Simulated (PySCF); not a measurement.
**Relaxation of singlet InOBr**

Level of theory: PBE0/[In def2-TZVP with ECP28, O def2-TZVP, Br def2-TZVP], scalar-relativistic core potentials, density fitting, no spin–orbit coupling, PySCF. A (50,194) grid was used.

A hand-made linear start, of C∞v symmetry, held to at least that symmetry:

```xyz
3
charge 0 multiplicity 1, angstrom
In    0.0000    0.0000   -0.8158
O     0.0000    0.0000   -2.7458
Br    0.0000    0.0000    1.7442
```

Optimiser trace:
```json
{"step": "0", "E − E(last) (kJ/mol)": "25.66", "largest gradient (Eh/bohr)": "0.04817"}
{"step": "1", "E − E(last) (kJ/mol)": "2.62", "largest gradient (Eh/bohr)": "0.01562"}
{"step": "2", "E − E(last) (kJ/mol)": "0.10", "largest gradient (Eh/bohr)": "0.00434"}
{"step": "3", "E − E(last) (kJ/mol)": "0.00", "largest gradient (Eh/bohr)": "0.00087"}
{"step": "4", "E − E(last) (kJ/mol)": "0.00", "largest gradient (Eh/bohr)": "0.00004"}
```

It ends at C∞v with In–Br 2.405 Å, In–O 1.827 Å; Br–In–O 180.0° (after a last refinement on a finer grid). A frequency run shows a minimum. Other isomers or separated fragments may lie lower.

The relaxation took roughly 40 core-seconds on a shared host.
